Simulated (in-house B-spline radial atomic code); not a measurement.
How numerical settings move a run on the terbium ion Tb²⁺, [Xe] 4f9. Computed with a B-spline radial code for spherical atoms: scalar-relativistic (X2C) Hartree-Fock, average of configuration, Fermi nucleus of rms radius 5.06 fm.

Command:
```bash
python run_scf.py task.json out
```
Settings of the sound reference run:
```
Z                65
electrons        63
configuration    [Xe] 4f9
hamiltonian      x2c
method           hf
spin_polarised   False
nucleus          fermi
rms_radius       5.06
mass_number      159
atomic_mass      158.9254
speed_of_light   137.036
knot_spacing     0.22
spline_order     8
gauss_points     12
box_radius       22.22
max_iterations   70
damping          0.5
damped_steps     3
diis_vectors     10
tolerance        1e-08
start            Thomas-Fermi
```

Run time, properties included: 0.15 s on 1 thread of Intel(R) Xeon(R) 6975P-C, on a shared host.

It converges in 11 iterations to -11703.407584 hartree, with 4f at -26.1906 eV. The other runs change the listed settings, some to values that make no sense; their results aren't properties of the atom or ion. Radii are in bohr (the nuclear one in fm), a minus after a letter asks for a j subshell, and «unchanged» means within 1e-8 hartree. The run stops when the residual is below 10 × tolerance × max(1, Z/10), or a noise floor if that is larger, and the energy moves by less than 1e-8 × √|E| hartree; so very loose and very tight tolerances often act alike.

```tsv
changed settings	outcome
box_radius = 44.44	converged in 11 iterations, energy -6.08e-07 hartree from the reference
damping = 0.95	converged in 14 iterations, energy unchanged, 4f level -8.7e-06 eV
box_radius = 11.11	converged in 11 iterations, energy -3.70e-08 hartree from the reference, 4f level -1.4e-06 eV
box_radius = 3.33	converged in 10 iterations, energy +2.29e-01 hartree from the reference, 4f level +3.2e+00 eV (the program warns: 4f reaches the box edge; 4d reaches the box edge)
damping = 0.8	converged in 14 iterations, energy unchanged, 4f level -1.2e-05 eV
electrons = 64, configuration = [Kr] 4d10 4f9 5s2 5p7, max_iterations = 100	stopped with error: shell 5p holds at most 6 electrons
damping = 0.2	converged in 14 iterations, energy unchanged, 4f level -7.5e-06 eV
hamiltonian = dirac, speed_of_light = 32.50494	stopped with error: Z/c is past the critical charge
box_radius = 0.89, max_iterations = 12	converged in 8 iterations, energy +3.62e+02 hartree from the reference, 4f level +4.5e+02 eV (the program warns: 4f has a positive eigenvalue: unbound, held by the box; 4p has a positive eigenvalue: unbound, held by the box)
start = bare nucleus	converged in 14 iterations, energy unchanged, 4f level -2.4e-05 eV
damping = 0	converged in 14 iterations, energy unchanged, 4f level -1.8e-05 eV
knot_spacing = 0.3, first_knot = 0.00154, max_iterations = 60, damping = 0.2	converged in 14 iterations, energy -3.31e-01 hartree from the reference, 4f level +5.7e-04 eV
box_radius = 44.44, max_iterations = 60, start = bare nucleus	converged in 14 iterations, energy -6.08e-07 hartree from the reference, 4f level -2.4e-05 eV
box_radius = 4.44	converged in 11 iterations, energy +1.21e-02 hartree from the reference, 4f level +3.4e-01 eV (the program warns: 4f reaches the box edge; 5s reaches the box edge)
```

Problem. What happens with box_radius = 4.44, max_iterations = 75, damped_steps = 30?

Solution. Converged in 26 iterations, energy +1.21e-02 hartree from the reference, 4f level +3.4e-01 eV (the program warns: 4f reaches the box edge; 5s reaches the box edge).

Problem. What happens with box_radius = 2.22?

Solution. Converged in 10 iterations, energy +4.39e+00 hartree from the reference, 4f level +2.5e+01 eV (the program warns: 4f reaches the box edge; 4s reaches the box edge).

Problem. What happens with max_iterations = 60, damped_steps = 1, start = bare nucleus?

Solution. Converged in 14 iterations, energy unchanged, 4f level -8.9e-06 eV.

Problem. What happens with box_radius = 88.88?

Solution. Converged in 11 iterations, energy -7.59e-07 hartree from the reference, 4f level -1.2e-06 eV.
